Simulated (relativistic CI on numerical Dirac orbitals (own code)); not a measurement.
# Radial parameters of Ar XVII

These numbers are calculated, not measured: Dirac-Coulomb-Breit CI, KLI orbitals optimised for each configuration, a model potential for QED, unscaled Slater integrals (own radial code, finite nucleus).

Slater integrals F^k, G^k are unscaled and averaged over j, outside the closed core (none); ζ comes from projecting the Hamiltonian with its Breit term on Σ l·s of the shell.

- 1s2s: G^0(1s,2s) = 81625 cm⁻¹; <r>(1s) = 0.08321, <r^2>(1s) = 0.009262, <r>(2s) = 0.3434, <r^2>(2s) = 0.1376 (bohr units).
- 1s2p: G^1(1s,2p) = 181930, ζ(2p) = 21075 cm⁻¹; <r>(1s) = 0.08322, <r^2>(1s) = 0.009266, <r>(2p) = 0.2903, <r^2>(2p) = 0.1014 (bohr units).
- 1s3s: G^0(1s,3s) = 21487 cm⁻¹; <r>(1s) = 0.08303, <r^2>(1s) = 0.009217, <r>(3s) = 0.7789, <r^2>(3s) = 0.6896 (bohr units).

Averages of the first 10 configurations, taken without configuration mixing, which lowers the lowest level and can move excited configurations by several eV; other configurations of the list can lie among them:

```tsv
Configuration	Parity	States	Average energy above the lowest level (eV)
1s²	even	1	0.0
1s2s	even	4	3108.0
1s2p	odd	12	3127.6
1s3s	even	4	3674.1
1s3p	odd	12	3679.6
1s3d	even	20	3682.0
1s4s	even	4	3870.0
1s4p	odd	12	3872.3
1s4d	even	20	3873.3
1s4f	odd	28	3873.4
```
